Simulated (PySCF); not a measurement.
Species: C2H8GeOSi2.
Numbering: `[SiH3:1][C:2]#[C:3][SiH2:4][O:5][GeH3:6]` (hydrogens: H7, H8, H9 on Si1; H10, H11 on Si4; H12, H13, H14 on Ge6)

Computed by this run: PBE0-D3(BJ)/def2-SVP geometry optimisation, gas phase in PySCF; density fitting, grid level 1; the optimiser is geomeTRIC in internal coordinates, started from a GFN2-xTB structure.

Step 5: E = -76490.8612 eV
```
atom  x, y, z in Å  |  force x, y, z in eV/Å
Si1    -3.7463    0.4181    0.6746    0.020   0.009  -0.029
C2     -2.0496    0.5236   -0.0177   -0.014  -0.008   0.033
C3     -0.9166    0.5962   -0.4763   -0.037   0.019  -0.044
Si4     0.7671    0.7270   -1.1966    0.137  -0.023   0.102
O5      1.8074   -0.1532   -0.2754   -0.315  -0.027  -0.155
Ge6     3.3941   -0.3077    0.4716    0.327   0.024   0.136
H7     -4.4662   -0.7288    0.0496   -0.007  -0.001   0.005
H8     -3.6720    0.2182    2.1504    0.004  -0.003   0.005
H9     -4.4735    1.6864    0.3784   -0.010  -0.006   0.007
H10     1.1590    2.1680   -1.2144   -0.012   0.008  -0.015
H11     0.7335    0.1950   -2.5876   -0.022   0.005  -0.014
H12     4.3670   -0.8888   -0.5713   -0.025   0.003  -0.003
H13     3.2330   -1.2589    1.6664   -0.027   0.004  -0.015
H14     3.8634    1.0870    0.9307   -0.018  -0.005  -0.012
```

Step 6: E = -76490.8664 eV
```
atom  x, y, z in Å  |  force x, y, z in eV/Å
Si1    -3.7742    0.4351    0.6559    0.025   0.008  -0.031
C2     -2.0625    0.5058   -0.0039   -0.009  -0.016   0.055
C3     -0.9176    0.5573   -0.4352   -0.055   0.044  -0.078
Si4     0.7678    0.6855   -1.1506    0.133  -0.062   0.123
O5      1.7989   -0.2321   -0.2496   -0.254  -0.001  -0.147
Ge6     3.4199   -0.2936    0.4461    0.300   0.024   0.127
H7     -4.5166   -0.6742   -0.0092   -0.007  -0.002   0.006
H8     -3.7324    0.1997    2.1277    0.002  -0.004   0.005
H9     -4.4570    1.7317    0.3765   -0.011  -0.005   0.007
H10     1.1784    2.1217   -1.1310   -0.009   0.007  -0.014
H11     0.7278    0.1900   -2.5550   -0.022   0.007  -0.012
H12     4.3866   -0.8548   -0.6141   -0.036   0.006   0.000
H13     3.3417   -1.2223    1.6671   -0.029   0.007  -0.023
H14     3.8397    1.1323    0.8578   -0.028  -0.014  -0.018
```

Q: Estimate the geometry and energy of step 7. (The exact step hangs on the optimiser's Hessian estimate; all steps are aligned on step 6, rigid shifts and turns removed.)

A: E = -76490.8707 eV, largest force 0.127 eV/Å
```
atom  x, y, z in Å  |  force x, y, z in eV/Å
Si1    -3.7893    0.4476    0.6437    0.014   0.003  -0.017
C2     -2.0709    0.4991    0.0003    0.008  -0.016   0.050
C3     -0.9198    0.5366   -0.4162   -0.041   0.047  -0.073
Si4     0.7729    0.6530   -1.1195    0.059  -0.054   0.081
O5      1.7933   -0.2932   -0.2343   -0.083   0.013  -0.075
Ge6     3.4375   -0.2832    0.4323    0.112   0.012   0.059
H7     -4.5480   -0.6354   -0.0459   -0.002  -0.003   0.004
H8     -3.7624    0.1843    2.1114    0.000  -0.004   0.002
H9     -4.4493    1.7601    0.3847   -0.005  -0.003   0.003
H10     1.1994    2.0846   -1.0760    0.000   0.002  -0.005
H11     0.7242    0.1864   -2.5341   -0.009   0.003  -0.003
H12     4.3985   -0.8264   -0.6412   -0.023   0.004   0.003
H13     3.4074   -1.1963    1.6661   -0.013   0.007  -0.016
H14     3.8069    1.1649    0.8112   -0.017  -0.012  -0.012
```

The energy changes by -0.0043 eV. The first-order estimate −F·Δx gives -0.0053 eV and the mean of the old and new forces, exact on a quadratic surface, -0.0035 eV. The step makes an angle of 87° with the force vector and moves no atom by more than 0.071 Å.

The cost below is that of the whole optimisation. The run took 3.1 min on one thread of an Arm Neoverse V2, shared host with 96 logical CPUs at a one-minute load of 11, and the process peaked at 0.67 GiB of memory.
